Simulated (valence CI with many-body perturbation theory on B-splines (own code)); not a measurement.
**Basis-set convergence for Os⁷¹⁺**

Computed by relativistic CI+MBPT: three valence electrons over a frozen Dirac-Fock core [He], a basis of 9 s, 9 p, 8 d, 6 f, 3 g, 1 h functions for each j, with the one-electron correlation potential Σ1 (screened to all orders), the two-electron term Σ2, the three-electron term Σ3, Breit, model QED; selected single and double excitations, second order for the rest, scaled by the run's own slope (own B-spline code, finite nucleus).

The last digits are not significant, and no measured levels were compared; by estimate large intervals hold to a few tenths of a per cent, small ones and those within an open d or f shell to about a per cent.

The reference run has the lowest level (2s^2 2p1/2) J=1/2 and an ionisation energy of 20022.8 eV. Its largest variational space holds 8519 state functions.

Levels are named by their leading jj configuration (3d3/2^4 stands for four electrons in 3d with j = 3/2), which in mixed levels can hold well under half, so a name can repeat and another be missing. Letters in brackets count levels of one name in rising energy.

Changed runs:
A. basis 6 s, 6 p, 5 d, 3 f, 1 g
B. basis 5 s, 5 p, 4 d, 2 f

Excitation energies of the reference run in Ry, and shifts in cm⁻¹:

```tsv
Level	Reference	A	B
(2s 2p1/2^2) J=1/2	20.89	-324	-494
(2s^2 2p3/2) J=3/2	121.51	+45	-56
(2s 2p1/2 2p3/2) J=3/2 [a]	136.26	-345	-856
(2s 2p1/2 2p3/2) J=5/2	139.29	-33	-218
(2s 2p1/2 2p3/2) J=1/2	144.86	-130	-233
(2s 2p1/2 2p3/2) J=3/2 [b]	145.01	-41	+18
(2p1/2^2 2p3/2) J=3/2	166.63	-486	-676
(2s 2p3/2^2) J=5/2	259.07	-164	-585
(2s 2p3/2^2) J=1/2	267.42	-210	-292
(2s 2p3/2^2) J=3/2	267.47	-62	-102
(2p1/2 2p3/2^2) J=3/2	284.35	-456	-924
(2p1/2 2p3/2^2) J=5/2	286.01	-218	-345
Ionisation energy (eV)	20022.8	+0.0037	-0.058
```
